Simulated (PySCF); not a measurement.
Work out the structure from these simulated measurements.

Elements present: C, F and H. Monoisotopic mass: 156.0562 u.

* Dipole: 2.58 D [B3LYP/def2-SVPD]
* Valence photoelectron: vertical ionisation energy: 11.16 eV [ΔSCF B3LYP/def2-SVPD]
* 1H NMR: chemical shifts (computed TMS as zero) by class: 2.34 (2 H), 1.96 (2 H), 1.83 (1 H), 1.39 (3 H) ppm [GIAO CAM-B3LYP/pcSseg-1]
* Polarisability: 72.5 au [B3LYP/def2-SVPD]
* NMR, other nuclei: isotropic shieldings of nuclei other than C and H, by class: 268 (3 F), 321 (1 F) ppm [GIAO CAM-B3LYP/pcSseg-1]
* 13C NMR: chemical shifts (computed TMS as zero) by class: 134.2 (1 C), 87.7 (1 C), 37.2 (2 C), 30.2 (1 C), 25.7 (1 C) ppm [GIAO CAM-B3LYP/pcSseg-1]
* Rotational structure: rotational constants A, B, C: 2.750, 0.749, 0.735 GHz [PBE0-D3(BJ)/def2-SVP]
* Triplet: lowest triplet excitation (Tamm–Dancoff): 8.02 eV [TDA B3LYP/def2-SVPD]
* UV, first state: lowest singlet excitation: 8.15 eV (152 nm, f = 0.050) [TDDFT B3LYP/def2-SVPD]

Electronic properties: PySCF, gas phase, density fitting. Levels stand in brackets. The structure is a single PBE0-D3(BJ)/def2-SVP conformer in the gas phase; no vibrational or solvent corrections. Each NMR value is the plain mean over a class of atoms that symmetry, rotation or inversion makes alike.

Task: Which formula fits the mass and the elements?

Result: C6H8F4 (calculated 156.0562). No other formula that holds each of these elements comes within 0.0003 u with a fitting electron parity and a possible valence count.

Task: Give a SMILES that accounts for the data.

Result: Numbering: `[CH3:1][C@:2]1([F:3])[CH2:4][C@@H:5]([C:6]([F:7])([F:8])[F:9])[CH2:10]1`. Its formula, C6H8F4, gives 1 degree of unsaturation: 1 ring and 0 π bonds in the structure found. 6 carbons fall into 5 classes; from least to most shielded: CF3 carbon [C6] (134.2 ppm), sp3 C–F carbon [C2] (87.7 ppm), four-membered-ring carbon [C4/C10] (37.2 ppm, 2 C), four-membered-ring carbon [C5] (30.2 ppm), methyl carbon [C1] (25.7 ppm). Hydrogen classes from least to most shielded: 2 H on 2 four-membered-ring carbons, C4/C10 (2.34 ppm), 2 H on 2 four-membered-ring carbons, C4/C10 (1.96 ppm), 1 H on a four-membered-ring carbon, C5 (1.83 ppm), 3 H on a methyl carbon, C1 (1.39 ppm). The other shieldings belong to: 268 ppm, fluorine of a CF3 group [F7/F8/F9]; 321 ppm, alkyl fluorine [F3]. The first electron is taken from the HOMO, whose largest Löwdin shares are 0.21 on the sp3 C–F carbon, 0.20 on the alkyl fluorine and 0.18 on each of 2 atoms of one kind (four-membered-ring carbon). The optimised geometry has point group Cs and is an asymmetric top. Structure: `C[C@]1(F)C[C@@H](C(F)(F)F)C1`. Computed isomers that give other values at the same levels: `C/C=C(/CF)CC(F)(F)F` (13C chemical shifts (computed TMS as zero) by class: 143.3 (1 C), 138.3 (1 C), 134.1 (1 C), 89.5 (1 C), 32.3 (1 C), 16.2 (1 C) ppm); `C[C@]1(F)C[C@H](C(F)(F)F)C1` (13C chemical shifts (computed TMS as zero) by class: 136.0 (1 C), 92.4 (1 C), 36.7 (2 C), 29.8 (1 C), 25.7 (1 C) ppm); `FC[C@@H]1CC[C@H]1C(F)(F)F` (13C chemical shifts (computed TMS as zero) by class: 134.4 (1 C), 83.5 (1 C), 38.3 (1 C), 38.1 (1 C), 18.3 (1 C), 18.0 (1 C) ppm). The assignments are read from this structure; whether some other isomer fits the data as well wasn't checked.

Conformer computed: `[CH3:1][C@:2]1([F:3])[CH2:4][C@@H:5]([C:6]([F:7])([F:8])[F:9])[CH2:10]1`: C4–C5–C6–F7 -67°.
